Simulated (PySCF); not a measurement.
# Telling isomers of C₇H₁₁N₃ apart by NMR

- coordinates at the GFN2-xTB level
- PBE0/pcSseg-1 with gauge-including orbitals
- code: PySCF
- relativity neglected, equivalent nuclei averaged, one computed conformer, no solvent

δ = σ(ref) − σ, references computed at the same level: 1H (σref 31.72) and 13C (σref 186.93) against TMS. Where no couplings were computed, multiplicities follow the n + 1 count of equivalent neighbours, and m marks all less simple cases (inequivalent or close neighbours, rings, F or P nearby). Shifts are as computed. Against solution values, carbons near 30 ppm lie about +3 ppm off and those near 130 ppm about +5 ppm. Of 1211 compounds with measured shifts, 218 miss one by over three times the rms of a fit or turn the order of signals round; such compounds aren't used in these exercises.

(1) Tabulate the signals of `CC(C)(C)c1cncnn1`, `CC(C)(C)c1ccnnn1`, `C=Cn1nnc(C)c1CC`, `Cc1cnc(C(C)C)nn1`, `Cc1nnncc1C(C)C`, `CCc1cn(C2CC2)nn1` and their relative energies.

(2) What is the quickest way to tell Cc1cnc(C(C)C)nn1 from Cc1nnncc1C(C)C?

(3) What is the quickest way to tell C=Cn1nnc(C)c1CC from Cc1cnc(C(C)C)nn1?

(4) What is the quickest way to tell Cc1nnncc1C(C)C from CCc1cn(C2CC2)nn1?

Results:

(1) 
```tsv
SMILES	carbon types	δC	δH	E rel. (kcal/mol)
CC(C)(C)c1cncnn1	2×C 2×CH 3×CH3	175.0, 162.0, 153.0, 38.3, 31.8	10.00 (s, 1H), 8.96 (s, 1H), 1.52 (s, 9H)	6.9
CC(C)(C)c1ccnnn1	2×C 2×CH 3×CH3	175.7, 153.7, 117.9, 39.3, 31.1	9.11 (d, 1H), 7.20 (d, 1H), 1.59 (s, 9H)	22.3
C=Cn1nnc(C)c1CC	2×C 1×CH 2×CH2 2×CH3	143.9, 140.0, 132.2, 110.1, 19.9, 16.6, 12.5	7.08 (m, 1H), 6.99 (m, 1H), 5.33 (m, 1H), 2.71 (q, 2H), 2.50 (s, 3H), 1.14 (t, 3H)	11.8
Cc1cnc(C(C)C)nn1	2×C 2×CH 3×CH3	178.2, 162.5, 154.0, 40.4, 24.8, 22.1	8.62 (s, 1H), 3.70 (sept, 1H), 2.89 (s, 3H), 1.44 (d, 6H)	0.0
Cc1nnncc1C(C)C	2×C 2×CH 3×CH3	159.3, 151.0, 142.9, 30.3, 25.2, 23.0	9.03 (s, 1H), 2.95 (s, 3H), 2.83 (sept, 1H), 1.31 (d, 6H)	19.9
CCc1cn(C2CC2)nn1	1×C 2×CH 3×CH2 1×CH3	154.1, 127.6, 32.5, 24.1, 20.8, 11.7	7.38 (s, 1H), 3.44 (m, 1H), 2.81 (q, 2H), 1.72 (m, 2H), 1.25 (t, 3H), 1.03 (m, 2H)	18.7
```

Energies are electronic energies at PBE0/pcSseg-1 on these geometries, without zero-point or thermal terms, each for the one conformer computed, which needn't be the lowest.

(2) Both give the same number of carbon signals, with the same numbers of each carbon type, so the positions decide. The first has a substituted aromatic carbon next to a ring nitrogen (C) at 178.2 ppm, the second a substituted aromatic carbon (C) at 142.9 ppm. Their most deshielded carbons lie at 178.2 and 159.3 ppm. In the proton spectra the most deshielded non-exchanging signals are 8.62 (s, 1H) and 9.03 (s, 1H).

(3) Count the carbon signals: 7 against 6. The first has a terminal =CH2 carbon at 110.1 ppm, the second an sp3 CH on an aromatic ring at 40.4 ppm. Their most deshielded carbons lie at 143.9 and 178.2 ppm. In the proton spectra the most deshielded non-exchanging signals are 7.08 (m, 1H) and 8.62 (s, 1H).

(4) Both give the same number of carbon signals, but DEPT or the intensities differ. The first has an aromatic CH next to a ring nitrogen at 151.0 ppm, the second an sp3 CH2 on an aromatic ring at 24.1 ppm. Their most deshielded carbons lie at 159.3 and 154.1 ppm. In the proton spectra the most deshielded non-exchanging signals are 9.03 (s, 1H) and 7.38 (s, 1H).
